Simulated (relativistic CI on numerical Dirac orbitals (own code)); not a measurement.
## Sensitivity of the levels of Sc⁴⁺ to α and to the nuclear radius

These numbers are calculated, not measured: Dirac-Coulomb-Breit CI, KLI orbitals optimised for each configuration, valence Slater integrals scaled by 0.85, P86 correlation energy added to each configuration, derivatives by finite differences, QED left out (own radial code, finite nucleus).

CI space (outside the closed core [Ne]): 3s²3p⁵, 3s3p⁶, 3s²3p⁴3d, 3s3p⁵3d, 3s²3p⁴4s, 3s²3p⁴4p. Double excitations out of closed p, d and f shells are left out; levels of such configurations are missing from the list, as are those of other unlisted configurations, and high levels can miss mixing partners.

With x = (α/α₀)² − 1 an excitation energy changes as ω = ω₀ + qx; K = 2q/ω₀ is the relative enhancement. Terms are leading LS components, so labels can repeat. The field-shift factor is F = δν/δ⟨r²⟩ for the transition from the lowest level.

Lowest level 3s²3p⁵ ²P°3/2.

| Level | ω₀ (cm⁻¹) | q (cm⁻¹) | F (GHz/fm²) |
| --- | --- | --- | --- |
| 3s²3p⁵ ²P°1/2 | 4312 | 4362 | 0.000196 |
| 3s3p⁶ ²S1/2 | 183526 | 5597 | -2.76 |
| 3s²3p⁴3d ⁴D7/2 | 240265 | 2352 | 0.355 |
| 3s²3p⁴3d ⁴D5/2 | 240555 | 2510 | 0.354 |
| 3s²3p⁴3d ⁴D3/2 | 240958 | 2966 | 0.353 |
| 3s²3p⁴3d ⁴D1/2 | 241294 | 3427 | 0.353 |
| 3s²3p⁴3d ⁴F9/2 | 257677 | 1233 | 0.376 |
| 3s²3p⁴3d ⁴F7/2 | 259198 | 2912 | 0.375 |
| 3s²3p⁴3d ⁴F5/2 | 260265 | 4026 | 0.374 |
| 3s²3p⁴3d ⁴F3/2 | 260933 | 4615 | 0.374 |
| 3s²3p⁴3d ²P1/2 | 262436 | 1268 | 0.377 |
| 3s²3p⁴3d ²P3/2 | 264994 | 3531 | 0.377 |
| 3s²3p⁴3d ⁴P1/2 | 268220 | 1781 | 0.383 |
| 3s²3p⁴3d ⁴P3/2 | 269139 | 2644 | 0.385 |
| 3s²3p⁴3d ²D3/2 | 269966 | 2167 | 0.383 |
| 3s²3p⁴3d ⁴P5/2 | 270274 | 3732 | 0.386 |
| 3s²3p⁴3d ²D5/2 | 272278 | 4111 | 0.384 |
| 3s²3p⁴3d ²F7/2 | 273379 | 842.2 | 0.391 |
| 3s²3p⁴3d ²G9/2 | 276145 | 3627 | 0.389 |
| 3s²3p⁴3d ²G7/2 | 276704 | 4049 | 0.389 |
| 3s²3p⁴3d ²F5/2 | 277334 | 4747 | 0.392 |
| 3s²3p⁴3d ²F5/2 | 297001 | 2649 | 0.414 |
| 3s²3p⁴3d ²F7/2 | 297877 | 3594 | 0.415 |

At this charge configurations can still be misplaced by up to about 7 % of their energy.

Problem. Which transition from the lowest level has the largest |K|?

Solution. 3s²3p⁵ ²P°1/2 at 4312 cm⁻¹, K = 2.02.
